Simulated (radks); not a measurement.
Task: These are the eigenvalues of the occupied orbitals of an atom or ion with whole-number occupations (hartree). Method: Dirac Kohn-Sham, Slater X-alpha with alpha = 0.667, spin-unpolarised, spherical densities, finite nucleus; Fermi nuclear charge, rms radius of each element as measured or else 0.836 A^(1/3) + 0.57 fm; computed with a radial shooting solver on a logarithmic mesh with Libxc functionals.

| orbital | eigenvalue |
|---|---|
| 1s1/2 | -1160.736 |
| 2s1/2 | -178.5081 |
| 2p1/2 | -167.3820 |
| 2p3/2 | -157.3094 |
| 3s1/2 | -36.01247 |
| 3p1/2 | -31.42835 |
| 3p3/2 | -29.55199 |
| 3d3/2 | -21.43109 |
| 3d5/2 | -21.03830 |
| 4s1/2 | -6.65641 |
| 4p1/2 | -5.07881 |
| 4p3/2 | -4.71860 |
| 4d3/2 | -2.19828 |
| 4d5/2 | -2.14391 |
| 5s1/2 | -1.15496 |
| 5p1/2 | -0.80324 |

Which element is it, and in what charge state? The configuration may be excited. Open shells, if any, fill j = l - 1/2 first.

Result: Z = 52, tellurium, charge +2: Te2+ in [Kr] 4d10 5s2 5p2. The list shows which subshells hold electrons but not how many an open one holds; the 1s level, -1160.7 hartree, gives Z - s = 48.2 by -(Z - s)^2/2, which with screening and relativity narrows Z to a few neighbours, and the depths of the outer levels then fix element, charge and occupations together.
